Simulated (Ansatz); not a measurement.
Total energies of Cl5HOW, SMILES `[OH][W]([Cl])([Cl])([Cl])([Cl])[Cl]`.

Cartesian coordinates in Å:
```
O -0.352 0.142 -1.553
W 0.087 -0.168 0.218
Cl -0.433 2.090 0.484
Cl 0.568 -2.361 -0.166
Cl 0.548 -0.189 2.458
Cl 2.299 0.331 -0.160
Cl -2.068 -0.782 0.727
H -0.649 0.936 -2.008
```

Charge 0, multiplicity 1. Correlated methods include outer-core shells of W, which these sets cover unevenly. W: def2 effective core potential. Geometry: relaxed with PBE0-D4/def2-TZVP. It is one conformer, not always the lowest. Basis def2-TZVPP, the Gaussian-basis code of Ansatz.

RPA on PBE orbitals: Hartree–Fock energy of these orbitals -2439.47521 Eh, correlation -2.63672 Eh (frozen core).

| functional | energy without D4 (Eh) | D4 term (kJ/mol) |
| --- | --- | --- |
| r2SCAN0 | -2444.03365 | -13.2 |
| HSE06 (plane-wave form) | -2443.38576 | -38.4 |

Give the same for LDA (SPW92), PBE, revPBE, BLYP, r2SCAN, B97M-V, PBE0, B3LYP, r2SCANh, BHLYP, CAM-B3LYP, LC-ωPBE, ωB97X-V, ωB97M-V, B2PLYP, PBE-QIDH. (Estimate.)

Computed: 
```csv
functional,energy without D4 (Eh),D4 term (kJ/mol)
LDA (SPW92),-2436.25484,–
PBE,-2443.32537,-46.5
revPBE,-2443.91048,-106.4
BLYP,-2444.24999,-97.6
r2SCAN,-2444.15122,-10.6
B97M-V,-2443.67323,–
PBE0,-2443.42683,-40.2
B3LYP,-2444.36081,-76.6
r2SCANh,-2444.10304,-11.7
BHLYP,-2444.06550,-71.0
CAM-B3LYP,-2444.25065,-42.3
LC-ωPBE,-2443.59111,–
ωB97X-V,-2443.85247,–
ωB97M-V,-2444.03877,–
B2PLYP,-2443.46598,–
PBE-QIDH,-2442.90248,–
```

B3LYP takes the VWN-RPA correlation (the form of Gaussian; ORCA's B3LYP/G). HSE06 is the plane-wave form, built on full-range PBE exchange. The double hybrids freeze the cores in their second-order part.

LC-ωPBE has ω = 0.4 bohr⁻¹.
